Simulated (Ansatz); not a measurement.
The cluster Na₃Sn⁻ (the lowest singlet isomer of a short search) was relaxed with r2SCAN-D4 (def2-TZVPD) in Ansatz in these states: charge -1 quintet, charge -1 triplet. The geometries follow in no particular order.

In the def2 sets Sn takes a core potential; there is no spin–orbit coupling.

A:

```xyz
4

Na    0.908    1.754   -1.075
Na   -1.846   -1.078   -0.699
Na   -0.475    0.696    1.762
Sn    1.413   -1.373    0.013
```

B:

Cartesian coordinates in Å:
```
Na -1.340 0.084 -2.639
Na 0.648 0.031 2.889
Na 1.754 -0.293 -0.634
Sn -1.063 0.178 0.384
```

**Question.** Judge from the bond lengths which geometry belongs to which state (an estimate).

**Answer.** A is the charge -1 quintet (Na1–Na2 3.968 Å, Na1–Na3 3.329 Å, Na2–Na3 3.329 Å); B is the charge -1 triplet (Na1–Na2 5.875 Å, Na1–Na3 3.707 Å, Na2–Na3 3.706 Å).

At r2SCAN-D4/def2-TZVPD the highest occupied level of the charge -1 quintet lies above zero (up to 0.55 eV). It is a level of α spin, whose loss leaves a quartet; that state wasn't run at this geometry and level. The electron is either unbound and held by the finite basis, or the level is raised by self-interaction error. At r2SCAN-D4/def2-TZVPD the highest occupied level of the charge -1 triplet lies above zero (up to 0.35 eV). It is a level of α spin, whose loss leaves a doublet; that state wasn't run at this geometry and level. The electron is either unbound and held by the finite basis, or the level is raised by self-interaction error. At r2SCAN-D4/def2-TZVPD the charge -1 triplet is spin-contaminated (final ⟨S²⟩ up to 2.20, 2.00 for a pure state). At PBE0-D4/def2-TZVPD a broken-symmetry singlet lies 0.87 eV below the charge -1 quintet. At PBE0-D4/def2-TZVPD a broken-symmetry singlet lies 0.22 eV below the charge -1 triplet. These are the stationary points nearest to one start from a short search; other shapes may lie lower in each state.
